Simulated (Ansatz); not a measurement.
`[CH3][GeH]([NH2])[SiH3]` + H₂O → `[CH3][GeH]([NH2])[OH]` + SiH₄ at 700 K and 1 bar (formal hydrolysis of a Ge–Si bond).

Calculated with Ansatz (gas phase, PBE0-D4/def2-TZVP geometries, no zero-point term in ΔE). CBS: MP2 limit from def2 TZ/QZ plus the TZ coupled-cluster correction, frozen cores. This one scheme is used for every species. For Ge outer-core shells are correlated without core-valence functions, which leaves a few kJ/mol of doubt a bond. Scalar relativity is left out up to krypton. One conformer a species, not always the lowest.

```json
{"species": "`[CH3][GeH]([NH2])[SiH3]`", "CCSD(T)/CBS energy (Eh)": "-2463.37873", "H − E (kJ/mol)": "345.5", "S (J/(mol·K))": "524.8"}
{"species": "H₂O", "CCSD(T)/CBS energy (Eh)": "-76.37941", "H − E (kJ/mol)": "80.5", "S (J/(mol·K))": "218.4"}
{"species": "`[CH3][GeH]([NH2])[OH]`", "CCSD(T)/CBS energy (Eh)": "-2248.30725", "H − E (kJ/mol)": "302.1", "S (J/(mol·K))": "468.3"}
{"species": "SiH₄", "CCSD(T)/CBS energy (Eh)": "-291.46306", "H − E (kJ/mol)": "115.5", "S (J/(mol·K))": "252.9"}
```

H − E and S are ideal-gas, rigid-rotor, harmonic terms from PBE0-D4/def2-TZVP, for one conformer and one mirror image of each species. 1 Eh = 2625.50 kJ/mol, R = 8.31446 J/(mol·K).

Problem. By hand: ΔE, ΔH, ΔS and ΔG.

Solution. ΔE = (-2248.30725) + (-291.46306) − (-2463.37873) − (-76.37941) = -0.01217 Eh = -32.0 kJ/mol. Δ(H − E) = 302.1 + 115.5 − 345.5 − 80.5 = -8.4, so ΔH = -40.4 kJ/mol. ΔS = 468.3 + 252.9 − 524.8 − 218.4 = -22.0 J/(mol·K). ΔG = -40.4 − 700 × (-22.0)/1000 = -25.0 kJ/mol.

Problem. By hand: the equilibrium constant, and the temperature at which ΔG would vanish if ΔH and ΔS stayed fixed.

Solution. log₁₀ K = −ΔG/(RT ln 10) = 1.9. ΔG = 0 at ΔH/ΔS = 1836 K.

TΔS isn't small against ΔH here. A doubt of 5 kJ/mol in ΔE shifts log₁₀ K by 0.4 here. Other conformers and mirror images would add mixing entropy, several J/(mol·K) or more a flexible species. These are equilibria of isolated gas molecules and say nothing of rates. Largest T1 diagnostic: 0.011 (customary marks: 0.02 for closed shells, 0.045 for open ones).
